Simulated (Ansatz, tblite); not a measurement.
Forces on the cluster GeF₂⁺ at its PBE-D4/def2-TZVP geometry. Total charge 1; doublet.

The xTB rows come from tblite. The structure comes from a short search, and lower isomers may exist.

GFN1-xTB (tblite), largest force 0.82 eV/Å:

```xyz
3
positions Å, forces eV/Å
Ge   -0.254   -0.509    0.154   -0.355   -0.709    0.214
F     0.970   -0.457   -1.035    0.212    0.325   -0.147
F    -0.716    0.965    0.881    0.142    0.384   -0.067
```

GFN2-xTB (tblite), largest force 1.50 eV/Å:

```
Ge -0.646 -1.292 0.390
F 0.976 0.096 -0.937
F -0.330 1.196 0.547
```

PBE-D4/def2-TZVP (Ansatz), largest force 0.01 eV/Å:

```
Ge 0.004 0.009 -0.003
F -0.003 -0.004 0.002
F -0.002 -0.005 0.001
```
